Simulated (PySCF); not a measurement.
An unknown gives this computed stick spectrum. The calculation used TDDFT PBE0/def2-SVPD, vertical, gas phase, core orbitals frozen in the response in PySCF. Geometries: GFN2-xTB, one conformer each.

| state | ν̃ (cm⁻¹) | f | main configurations (H = HOMO, L = LUMO) |
| --- | --- | --- | --- |
| S1 | 36310 | 0.266 | H→L (98%) |
| S2 | 40910 | 0.0005 | H→L+1 (96%) |
| S3 | 42910 | 0.0006 | H-1→L (80%), H-1→L+2 (18%) |
| S4 | 44720 | 0.051 | H→L+2 (95%) |
| S5 | 47630 | 0.0033 | H→L+3 (82%), H→L+4 (15%) |
| S6 | 49690 | 0.0000 | H→L+4 (80%), H→L+3 (13%) |

Question: Which structure fits? All have the formula C7H9NO.
A. `O=C1C[C@@H](C#CC)CN1`
B. `C#CC(=O)NC1CCC1`
C. `CC(=O)NC1=CC=CC1`

Answer: C. Its S1, at 4.50 eV, is the lowest among the candidates; the nearest of the others has S1 at 4.93 eV. S1 is HOMO→LUMO (98%). Löwdin shares by element: HOMO carbon 57% or more, nitrogen 13% (atoms not listed hold the other 30%); LUMO carbon 54% or more (atoms not listed hold the other 46%). At the same level the other candidates give, for their lowest levels:
- `C#CC(=O)NC1CCC1`: 4.93 eV (f 0.000); 5.80 eV (f 0.242); 5.92 eV (f 0.000); 6.31 eV (f 0.037); 6.72 eV (f 0.006); T1 4.40 eV; HOMO -7.49, LUMO -0.93 eV
- `CC#C[C@H]1CNC(=O)C1`: 5.72 eV (f 0.000); 6.47 eV (f 0.007); 6.66 eV (f 0.006); 6.74 eV (f 0.002); 6.78 eV (f 0.003); T1 5.24 eV; HOMO -7.12, LUMO 0.41 eV

Conformer computed: `[CH3:1][C:2](=[O:3])[NH:4][C:5]1=[CH:6][CH:7]=[CH:8][CH2:9]1`: C1–C2–N4–C5 180°, C2–N4–C5–C6 180°.
Triplets come from the Tamm–Dancoff approximation.
